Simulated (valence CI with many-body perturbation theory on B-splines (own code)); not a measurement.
# Valence orbitals of Gd24+

Computed by valence CI with perturbative core correlation (CI+MBPT): four valence electrons over a frozen Dirac-Fock core [Kr], radial functions for each j: 9 s, 9 p, 10 d, 8 f, 5 g, 3 h, 1 i, with the one-electron correlation potential Σ1 (screened to all orders), the two-electron term Σ2, the three-electron term Σ3, Breit, model QED; selected single and double excitations, second order for the rest (own B-spline code, finite nucleus).

No measured spectrum was set against this ion. As an estimate, terms of the open shell hold to 2 to 4 % of their energy, and close levels can change places. Only levels of the ground parity were solved; by the run's estimate the other parity begins above the list, which can be wrong where configurations are misplaced.

These are the spectroscopic orbitals of the CI (the correlating ones are not listed), shaped by the core and the other valence electrons. h is the expectation value of the core's Dirac-Fock operator, without the valence repulsion; Σ1 is computed up to l = 3 at one energy for each symmetry, that of its lowest orbital but kept below the first core excitation, so for empty shells it is not the orbital's own correlation shift; Breit and QED include the response of the core.

```csv
Orbital,h (hartree),Σ1 (cm⁻¹),Breit (cm⁻¹),QED (cm⁻¹),⟨r⟩ (bohr)
5s1/2,-23.693,-10652,2033,1606,0.9451
6s1/2,-15.144,-4067,1052,834,1.477
7s1/2,-10.536,-2074,603,484,2.132
5p1/2,-22.426,-10173,3135,-42.2,0.9689
6p1/2,-14.477,-4084,1668,-20.9,1.516
7p1/2,-10.142,-2132,975,-11.8,2.186
5p3/2,-21.821,-9268,1870,117,0.9983
6p3/2,-14.165,-3817,1007,63.7,1.550
7p3/2,-9.9594,-2014,635,37.9,2.227
4d3/2,-34.373,-20994,3266,-438,0.5454
5d3/2,-19.758,-8951,1324,-140,1.029
6d3/2,-13.074,-4076,705,-72.0,1.617
4d5/2,-34.061,-20467,1718,-261,0.5515
5d5/2,-19.63,-8850,747,-73.6,1.036
6d5/2,-13.006,-4032,402,-37.5,1.626
4f5/2,-28.576,-40677,246,-318,0.5381
5f5/2,-17.415,-8809,216,-106,1.067
4f7/2,-28.512,-37695,-546,-266,0.5403
5f7/2,-17.386,-8656,-100,-84.5,1.069
5g7/2,-15.926,,-96.9,-34.7,1.037
5g9/2,-15.92,,-150,-28.0,1.037
```

Among the shells of the start configuration 4d4, Σ1 is largest in size for 4d3/2, where it is 0.28 % of h.

Lowest root of each symmetry, sizes in configuration state functions:

```csv
J,Parity,Roots,Reference,Variational,Second order,Change by selected CI (cm⁻¹),Change by second order (cm⁻¹)
0,even,5,28,9986,52016,-5042,-3
1,even,4,51,18597,128542,-4126,-9
2,even,8,88,25730,198722,-4213,-16
3,even,6,85,24752,247575,-4674,-25
4,even,7,91,24999,216522,-5371,-32
5,even,2,67,22708,154431,-5531,-21
6,even,2,55,19298,257978,-5876,-18
```
